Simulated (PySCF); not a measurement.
iodoethane (C2H5I), SMILES CCI. Atoms are numbered in the order given.

```xyz
8

C     -0.4243     2.4144     0.0000
C      0.6907     1.3988     0.0000
I     -0.0402    -0.6392     0.0000
H     -1.0623     2.3176     0.8903
H      0.0078     3.4294     0.0000
H     -1.0623     2.3176    -0.8903
H      1.3252     1.4656     0.8928
H      1.3252     1.4656    -0.8928
```

The structure is a stationary point at PBE0-D3(BJ)/def2-SVP. The def2 effective core potentials stand for the cores of I; spin–orbit coupling is left out.

Method: B3LYP/def2-TZVPD in PySCF.

Symmetry labels are those of the subgroup Cs that the program uses (full group Cs).

Computed valence orbital energies around the gap with their symmetry:
```json
[
 {"orbital": "HOMO−7", "symmetry": "A'", "energy (eV)": "-16.67"},
 {"orbital": "HOMO−6", "symmetry": "A\"", "energy (eV)": "-12.90"},
 {"orbital": "HOMO−5", "symmetry": "A'", "energy (eV)": "-12.03"},
 {"orbital": "HOMO−4", "symmetry": "A'", "energy (eV)": "-11.10"},
 {"orbital": "HOMO−3", "symmetry": "A\"", "energy (eV)": "-10.24"},
 {"orbital": "HOMO−2", "symmetry": "A'", "energy (eV)": "-9.05"},
 {"orbital": "HOMO−1", "symmetry": "A'", "energy (eV)": "-7.01"},
 {"orbital": "HOMO", "symmetry": "A\"", "energy (eV)": "-6.98"},
 {"orbital": "LUMO", "symmetry": "A'", "energy (eV)": "-1.15"},
 {"orbital": "LUMO+1", "symmetry": "A'", "energy (eV)": "0.10"},
 {"orbital": "LUMO+2", "symmetry": "A'", "energy (eV)": "0.50"},
 {"orbital": "LUMO+3", "symmetry": "A\"", "energy (eV)": "0.59"}
]
```
